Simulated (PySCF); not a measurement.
Bond stretch in GeO, singlet.

Levels of theory: RKS-BHandHLYP = restricted BHandHLYP/cc-pVTZ run with PySCF; UKS-TPSSh = unrestricted TPSSh/cc-pVTZ (PySCF); UKS-BHandHLYP = unrestricted BHandHLYP/cc-pVTZ (PySCF).

Magnitude of the dipole moment (D; its direction can reverse along the curve, and a method can change to another solution) and Mulliken charge of the fragment that holds Ge1:

```tsv
R / Å	μ RKS-BHandHLYP	q RKS-BHandHLYP	μ UKS-TPSSh	q UKS-TPSSh	μ UKS-BHandHLYP	q UKS-BHandHLYP
1.29	1.92	0.56	1.57	0.52	1.92	0.56
1.37	2.34	0.52	1.94	0.47	2.34	0.52
1.46	2.80	0.50	2.34	0.45	2.80	0.50
1.50	3.00	0.51	2.52	0.44	3.00	0.51
1.57	3.35	0.51	2.81	0.45	3.35	0.51
1.62	3.59	0.52	3.02	0.45	3.59	0.52
1.68	3.88	0.54	3.25	0.46	3.88	0.54
1.69	3.92	0.54	3.29	0.46	3.92	0.54
1.79	4.38	0.56	3.66	0.48	4.38	0.56
1.91	4.89	0.58	4.07	0.49	4.82	0.58
2.02	5.33	0.60	4.41	0.50	3.87	0.47
2.22	6.03	0.60	4.17	0.43	3.98	0.45
2.47	6.65	0.58	3.96	0.37	4.37	0.43
2.68	6.58	0.52	4.08	0.34	3.77	0.33
2.90	6.12	0.45	3.95	0.29	2.99	0.23
3.24	5.52	0.35	3.40	0.22	1.99	0.12
3.57	5.03	0.28	2.90	0.16	1.25	0.06
3.91	4.58	0.23	2.43	0.12	0.70	0.03
4.33	4.09	0.19	1.92	0.09	0.31	0.01
4.82	3.60	0.15	1.46	0.06	0.06	0.00
5.57	3.06	0.11	0.96	0.04	0.02	0.00
6.39	2.72	0.09	0.50	0.02	0.01	0.00
```

The restricted form behind RKS-BHandHLYP keeps the bonding electrons paired and can't separate into open-shell fragments. The unrestricted solution behind UKS-TPSSh changes between 2.22 and 2.47 Å, which can leave a kink. The unrestricted determinant behind UKS-TPSSh is spin-contaminated at 2.22 to 6.39 Å (<S²> up to 2.0, against 0.00 for a pure singlet). The unrestricted determinant behind UKS-BHandHLYP is spin-contaminated at 1.91 to 6.39 Å (<S²> up to 2.0, against 0.00 for a pure singlet).
